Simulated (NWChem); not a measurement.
Species: C2HBrClF; SMILES F/C(Br)=C\Cl

```xyz
6

F      1.5852    -0.3768     0.0000
C      0.2807    -0.1379     0.0000
Br    -0.1680     1.6960     0.0000
C     -0.6553    -1.1078     0.0000
Cl    -0.2342    -2.7822     0.0000
H     -1.7260    -0.8670     0.0000
```
Atoms are numbered in this order, from 1.

All runs: NWChem. Geometry: optimised at PBE-D3(BJ)/def2-SVP. Level: M06-2X/def2-SVP with SMD (1 M gas to 1 M solution), gas-phase geometry.

| solvent | dielectric constant | solvation free energy (kcal/mol) | cavity-dispersion-structure term (kcal/mol) | dipole in solution (D) |
|---|---|---|---|---|
| water | 78.4 | 0.7 | 2.4 | 1.80 |
| toluene | 2.37 | -3.2 | -2.3 | 1.62 |
| anisole | 4.22 | -3.0 | … | … |
| dichloromethane | 8.93 | -3.7 | -2.1 | 1.75 |

Task: Complete the blanks.

Result: 
- anisole, cavity-dispersion-structure term (kcal/mol): -1.6
- anisole, dipole in solution (D): 1.69
